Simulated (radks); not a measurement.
Computed order of ionisation of cobalt. At each step one electron was removed from each of the four highest sub-shells of the ion before, moves of one valence electron (up to charge 6) and the configuration listed by NIST were tried, and the lowest configuration was kept. Method: scalar-relativistic Kohn-Sham, PBEsol, spin-polarised, spherical densities, finite nucleus; Fermi nuclear charge, rms radius of each element as measured or else 0.836 A^(1/3) + 0.57 fm; computed with a radial shooting solver on a logarithmic mesh with Libxc functionals. Open shells are filled with parallel spins first.

\begin{tabular}{lrrrrrr}
species & lowest configuration found & NIST configuration & margin to the next tried (eV) & IE (eV) & NIST IE (eV) & kind \\ \hline
Co & [Ar] 3d8 4s1 & [Ar] 3d7 4s2 lies 0.377 eV higher & 0.377 & 8.059 & 7.881 & exp. \\
Co+ & [Ar] 3d8 & same & 0.620 & 17.950 & 17.084 & exp. \\
Co2+ & [Ar] 3d7 & same & 5.167 & 33.585 & 33.5 & semi-emp. \\
Co3+ & [Ar] 3d6 & same & 10.953 & 51.944 & 51.3 & semi-emp. \\
Co4+ & [Ar] 3d5 & same & 24.905 & 79.585 & 79.5 & semi-emp. \\
Co5+ & [Ar] 3d4 & same & 34.081 & 103.58 & 102.0 & semi-emp. \\
Co6+ & [Ar] 3d3 & same & 44.061 & 129.44 & 128.9 & semi-emp. \\
Co7+ & [Ar] 3d2 & same & 55.295 & 156.99 & 158 & semi-emp. \\
Co8+ & [Ar] 3d1 & same & 56.509 & 186.10 & 186.1 & exp. \\
Co9+ & [Ar] & same & 57.721 & 275.62 & 275.4 & semi-emp. \\
Co10+ & [Ne] 3s2 3p5 & same & 38.581 & 305.56 & 305.3 & semi-emp. \\
Co11+ & [Ne] 3s2 3p4 & same & 38.581 & 335.59 & 336.1 & semi-emp. \\
Co12+ & [Ne] 3s2 3p3 & same & 38.475 & 376.38 & 379 & semi-emp. \\
Co13+ & [Ne] 3s2 3p2 & same & 26.688 & 409.15 & 410 & semi-emp. \\
\end{tabular}

Reference values: NIST Atomic Spectra Database (exp. = measured, semi-emp. = semi-empirical, theory = theoretical value adopted there). Open shells are spherical and high-spin; term and fine-structure splittings are not resolved.
